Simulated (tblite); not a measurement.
Start geometry of `C[C@H]1[C@H](Cl)[CH][C@@H]1F` [radical] from a force field or distance geometry (Å):
```
atom  x, y, z in Å
C1    -1.7026   -0.0069   -0.1617
C2    -0.3132    0.0329    0.4053
C3     0.6555    1.0877   -0.1531
F4     1.0137    2.0862    0.6749
C5     1.6783    0.0501   -0.2012
C6     0.6777   -1.0227   -0.1271
Cl7    1.0986   -2.3970    0.9185
H8    -2.2693    0.8850    0.1564
H9    -2.2455   -0.8925    0.1924
H10   -1.7038   -0.0291   -1.2511
H11   -0.3519    0.0651    1.5125
H12    0.3854    1.4597   -1.1533
H13    2.6365    0.0923    0.2880
H14    0.4401   -1.4111   -1.1227
```

**Question.** What comes out of this run: GFN2-xTB geometry optimisation, gas phase in tblite?

**Answer.** 
```
atom  x, y, z in Å
C1    -1.702    0.006   -0.255
C2    -0.339    0.015    0.408
C3     0.661    1.107   -0.046
F4     1.016    2.035    0.912
C5     1.643    0.031   -0.323
C6     0.677   -1.047   -0.068
Cl7    1.192   -2.249    1.188
H8    -2.269    0.883    0.045
H9    -2.254   -0.883    0.041
H10   -1.600    0.010   -1.338
H11   -0.429    0.017    1.494
H12    0.330    1.694   -0.913
H13    2.712    0.038   -0.253
H14    0.360   -1.656   -0.916
```

The energy falls by 21.3 kJ/mol over 49 L-BFGS steps, the largest force on an atom goes from 1.44 to 0.008 eV/Å, and the atoms move by 0.238 Å rms after alignment. Among the bonds, C3–F4 and C6–Cl7 change most and about equally (+0.035 Å). Bonds longer at the end by more than 0.005 Å: 5 of 14; shorter: 4. Among the angles that change most is C5–C6–H14, from 111.2° to 117.7°. Among the dihedrals that turn most is H13–C5–C6–H14, from -123° to -94°. Rotational constants go from 3348, 1499, 1159 to 3052, 1532, 1194 MHz. The orientation of the end geometry is arbitrary; only internal coordinates are fixed.

Hardware: an Arm Neoverse V1 with one thread, no GPU (shared host). Cost: 0.29 s.

Its GFN2-xTB frequencies are all real (lowest 64 cm⁻¹).

These are computed values.
